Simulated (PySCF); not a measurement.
## Static response to an electric field

C6H7NO.
Structure used (PBE0-D3(BJ)/def2-SVP), in Å, numbered top down from 1:
```xyz
15
C6H7NO angstrom
C      1.904   -0.972    1.472
C      1.095   -0.443    0.738
C      0.114    0.165   -0.120
C     -1.312   -0.348   -0.066
N     -1.531   -1.355    0.806
O     -2.175    0.133   -0.774
C      0.235    1.650   -0.433
C      0.549    0.665   -1.491
H      2.632   -1.433    2.113
H     -2.468   -1.726    0.885
H     -0.787   -1.720    1.384
H      1.053    2.182    0.057
H     -0.720    2.177   -0.504
H      1.592    0.489   -1.760
H     -0.193    0.521   -2.280
```

Level: wB97X-D/def2-SVPD (PySCF), static field, nuclei fixed, core orbitals frozen in the response. The polarisability tensor in these axes (au):

```
x    83.89  -3.25  10.44
y    -3.25  75.27 -16.16
z    10.44 -16.16  77.15
```

Task: What are the eigenvalues, a third of the trace, and Δα (Δα² = ½Σ(αi − αj)² over the three pairs)?

Result: Principal values 58.97, 78.31 and 99.03 au; mean 78.77 au = 11.67 Å³ = 12.99 × 10⁻⁴⁰ C²·m²/J; Δα = 34.70 au (44 % of the mean).

Task: What is the dipole moment, and where does it point?

Result: (1.98, -1.35, 1.88) D, 3.05 D in size, pointing from the negative to the positive side. Measured along this direction, the outermost atoms are O6 at the negative end and H9 at the positive end.

Task: Form Σ f/ω² (atomic units) for the 6 lowest TDDFT singlets, given as eV and f, and set it beside the mean polarisability, which is this sum over all singlets: 5.92, 0.0001; 6.13, 0.0009; 6.61, 0.0127; 6.86, 0.0013; 7.42, 0.0344; 7.44, 0.0500.

Result: They add up to 1.39 au, 1.8 % of the 78.77 au; the largest single term is 0.67 au, from the state at 7.44 eV. Terms in order: 0.00, 0.02, 0.21, 0.02, 0.46, 0.67 au. Higher excitations give the rest. The strengths listed sum to 0.099.

Task: How large is μ²/3kT at 250 K beside α?

Result: In Gaussian units μ²/3kT = 89.57 Å³ against 11.67 Å³, a ratio of 7.67; the Debye molar polarisation (4π/3)N_A(α + μ²/3kT) is 255.4 cm³/mol, leaving out the vibrational part.

Task: Refractivity n − 1 of an ideal gas of it at 350 K and 1 atm, from the electronic α?

Result: N = p/kT = 2.0968 × 10¹⁹ cm⁻³, so n − 1 = 2π × N × 11.67 × 10⁻²⁴ cm³ = 1538 × 10⁻⁶ at long wavelengths, for an ideal gas.

Geometry: PBE0-D3(BJ)/def2-SVP, one conformer, isolated molecule.

These values come from a run that also computed excited states. Time: 31 s wall; peak memory 0.94 GiB. Hardware: one thread of an Intel Xeon 6975P-C, no GPU, on a shared host.
